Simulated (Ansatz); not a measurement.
Ansatz (a first-principles code) input (HF/STO-3G):

Ansatz 0.2 input:
```yaml
crystal:
  periodic: [false, false, false]
  atoms:
    - {symbol: C, position_ang: [0.46427900, -0.48240700, 0.01662400]}
    - {symbol: C, position_ang: [-0.82872400, -0.29631400, 0.06169700]}
    - {symbol: F, position_ang: [-1.71110200, -1.27296600, 0.17958200]}
    - {symbol: F, position_ang: [-1.44309500, 0.87950900, -0.00273100]}
    - {symbol: Cl, position_ang: [1.79849600, 0.48314300, -0.12127000]}
basis:
  gaussian:
    orbitals: STO-3G
hamiltonian:
  xc: {name: HF}
magnetization: {spin_polarized: true, initial_magnetization: 1}
relax: {f_tol: 0.003, max_steps: 120}
```

Output:

```
Functional definition: HF
integrals: 0.00 GiB planned
419 factors; integrals over basis functions are off by at most 1.0e-5 eV
mean field: 0.09 GiB planned
mean field evaluation 1: about -19733.6472 eV, gradient 2.1e1 eV
mean field evaluation 2: about -19733.7772 eV, gradient 2.1e1 eV
mean field evaluation 4: about -19737.2442 eV, gradient 2.2e0 eV
mean field evaluation 8: about -19737.5434 eV, gradient 8.2e-1 eV
mean field evaluation 16: about -19737.6039 eV, gradient 1.3e-4 eV
mean field -19737.60389642 eV, -725.3435645649 hartree, gradient 1.4e-5 eV, S^2 1.063875; 0 other end points of the search recorded, 0 dependent functions left out
the calculation of the forces begins
reference -19737.60389642 eV, -725.3435645649 hartree; 24, 23 occupied and 5, 6 virtual orbitals, 419 factors
relax step   1: F+E_penalty+E_count = -19737.60389642 eV  Δ(F+E_penalty+E_count) = +0.000e0 eV  max|allowed force component| = 3.176e0 eV/Å  Δτ_max = 0.0000 Å  (49 SCF iters, accepted)
these checks for a lower state are left out or cut short: starts, cluster_reference, orbital_swaps, neighbouring_geometries, increment
integrals: 0.00 GiB planned
419 factors; integrals over basis functions are off by at most 1.0e-5 eV
mean field: 0.09 GiB planned
mean field -19737.90425519 eV, -725.3546025462 hartree, gradient 1.8e-5 eV, S^2 1.164719; 0 other end points of the search recorded, 0 dependent functions left out
the calculation of the forces begins
reference -19737.90425519 eV, -725.3546025462 hartree; 24, 23 occupied and 5, 6 virtual orbitals, 419 factors
relax step   2: F+E_penalty+E_count = -19737.90425519 eV  Δ(F+E_penalty+E_count) = -3.004e-1 eV  max|allowed force component| = 1.588e0 eV/Å  Δτ_max = 0.0565 Å  (41 SCF iters, accepted)
these checks for a lower state are left out or cut short: starts, cluster_reference, orbital_swaps, neighbouring_geometries, increment
integrals: 0.00 GiB planned
419 factors; integrals over basis functions are off by at most 9.9e-6 eV
mean field: 0.09 GiB planned
mean field evaluation 32: about -19737.9770 eV, gradient 2.3e-1 eV
mean field -19737.97749308 eV, -725.3572939892 hartree, gradient 1.5e-5 eV, S^2 1.222984; 0 other end points of the search recorded, 0 dependent functions left out
the calculation of the forces begins
reference -19737.97749308 eV, -725.3572939892 hartree; 24, 23 occupied and 5, 6 virtual orbitals, 419 factors
relax step   3: F+E_penalty+E_count = -19737.97749308 eV  Δ(F+E_penalty+E_count) = -7.324e-2 eV  max|allowed force component| = 3.695e-1 eV/Å  Δτ_max = 0.0429 Å  (40 SCF iters, accepted)
these checks for a lower state are left out or cut short: starts, cluster_reference, orbital_swaps, neighbouring_geometries, increment
integrals: 0.00 GiB planned
419 factors; integrals over basis functions are off by at most 9.7e-6 eV
mean field: 0.09 GiB planned
mean field -19737.96801215 eV, -725.3569455712 hartree, gradient 1.2e-5 eV, S^2 1.222791; 0 other end points of the search recorded, 0 dependent functions left out
the calculation of the forces begins
reference -19737.96801215 eV, -725.3569455712 hartree; 24, 23 occupied and 5, 6 virtual orbitals, 419 factors
relax step   4: F+E_penalty+E_count = -19737.96801215 eV  Δ(F+E_penalty+E_count) = +9.481e-3 eV  max|allowed force component| = 4.091e-1 eV/Å  Δτ_max = 0.0280 Å  (31 SCF iters, rejected (line search))
these checks for a lower state are left out or cut short: starts, cluster_reference, orbital_swaps, neighbouring_geometries, increment
integrals: 0.00 GiB planned
419 factors; integrals over basis functions are off by at most 9.8e-6 eV
mean field: 0.09 GiB planned
mean field -19737.98299467 eV, -725.3574961685 hartree, gradient 1.4e-5 eV, S^2 1.234321; 0 other end points of the search recorded, 0 dependent functions left out
the calculation of the forces begins
reference -19737.98299467 eV, -725.3574961685 hartree; 24, 23 occupied and 5, 6 virtual orbitals, 419 factors
relax step   5: F+E_penalty+E_count = -19737.98299467 eV  Δ(F+E_penalty+E_count) = -5.502e-3 eV  max|allowed force component| = 9.422e-2 eV/Å  Δτ_max = 0.0137 Å  (32 SCF iters, accepted)
these checks for a lower state are left out or cut short: starts, cluster_reference, orbital_swaps, neighbouring_geometries, increment
integrals: 0.00 GiB planned
419 factors; integrals over basis functions are off by at most 9.7e-6 eV
mean field: 0.09 GiB planned
mean field -19737.98640174 eV, -725.3576213761 hartree, gradient 1.2e-5 eV, S^2 1.234252; 0 other end points of the search recorded, 0 dependent functions left out
the calculation of the forces begins
reference -19737.98640174 eV, -725.3576213761 hartree; 24, 23 occupied and 5, 6 virtual orbitals, 419 factors
relax step   6: F+E_penalty+E_count = -19737.98640174 eV  Δ(F+E_penalty+E_count) = -3.407e-3 eV  max|allowed force component| = 4.155e-2 eV/Å  Δτ_max = 0.0241 Å  (31 SCF iters, accepted)
these checks for a lower state are left out or cut short: starts, cluster_reference, orbital_swaps, neighbouring_geometries, increment
integrals: 0.00 GiB planned
419 factors; integrals over basis functions are off by at most 9.7e-6 eV
mean field: 0.09 GiB planned
mean field evaluation 64: about -19737.9866 eV, gradient 2.3e-1 eV
mean field -19737.98707890 eV, -725.3576462614 hartree, gradient 1.3e-5 eV, S^2 1.235103; 0 other end points of the search recorded, 0 dependent functions left out
the calculation of the forces begins
reference -19737.98707890 eV, -725.3576462614 hartree; 24, 23 occupied and 5, 6 virtual orbitals, 419 factors
relax step   7: F+E_penalty+E_count = -19737.98707890 eV  Δ(F+E_penalty+E_count) = -6.772e-4 eV  max|allowed force component| = 5.986e-3 eV/Å  Δτ_max = 0.0178 Å  (32 SCF iters, accepted)
these checks for a lower state are left out or cut short: starts, cluster_reference, orbital_swaps, neighbouring_geometries, increment
integrals: 0.00 GiB planned
419 factors; integrals over basis functions are off by at most 9.7e-6 eV
mean field: 0.09 GiB planned
mean field -19737.98708606 eV, -725.3576465247 hartree, gradient 1.3e-5 eV, S^2 1.235059; 0 other end points of the search recorded, 0 dependent functions left out
the calculation of the forces begins
reference -19737.98708606 eV, -725.3576465247 hartree; 24, 23 occupied and 5, 6 virtual orbitals, 419 factors
relax step   8: F+E_penalty+E_count = -19737.98708606 eV  Δ(F+E_penalty+E_count) = -7.164e-6 eV  max|allowed force component| = 1.077e-3 eV/Å  Δτ_max = 0.0014 Å  (33 SCF iters, accepted)
integrals: 0.00 GiB planned
419 factors; integrals over basis functions are off by at most 9.7e-6 eV
mean field: 0.09 GiB planned
mean field evaluation 96: about -19735.8722 eV, gradient 8.7e-5 eV
mean field -19737.98708606 eV, -725.3576465247 hartree, gradient 1.3e-5 eV, S^2 1.235059; 3 other end points of the search recorded, 0 dependent functions left out
the calculation of the forces begins
reference -19737.98708606 eV, -725.3576465247 hartree; 24, 23 occupied and 5, 6 virtual orbitals, 419 factors
Total energy: -19737.98708606 eV, -725.3576465247 hartree
Atom 0 at     0.498514    -0.578853     0.022655 Å, force     0.000978    -0.000107    -0.000037 eV/Å
Atom 1 at    -0.854046    -0.318117     0.064588 Å, force    -0.001077     0.000665    -0.000003 eV/Å
Atom 2 at    -1.778949    -1.295638     0.184508 Å, force    -0.000018     0.000047    -0.000003 eV/Å
Atom 3 at    -1.390860     0.922327    -0.008526 Å, force     0.000208    -0.000542     0.000033 eV/Å
Atom 4 at     1.805195     0.581246    -0.129324 Å, force    -0.000092    -0.000064     0.000009 eV/Å
Dipole moment:    -0.126332    -0.181654     0.020180 e Å
```

The geometry given is a B3LYP-D3(BJ)/def2-TZVP minimum.

The determinant is spin-contaminated: <S^2> is 1.24 against 0.75 for a pure state.
